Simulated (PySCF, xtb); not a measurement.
C5H5F, SMILES C=C=CC(=C)F.

GFN2-xTB in xtb at its own geometry gives an orbital gap of 3.76 eV and a dipole moment of 2.01 D.

Geometry: PBE-D3(BJ)/def2-SVP. This is a generated structure with no PubChem entry under its InChIKey; it may be hypothetical. The values are those of a single conformer.

Q: What does PBE/def2-TZVP (PySCF) give? (Estimate from the structure and the level; the computed values follow.)

A: gap 3.86 eV (levels -5.78 and -1.92 eV), dipole 1.25 D.
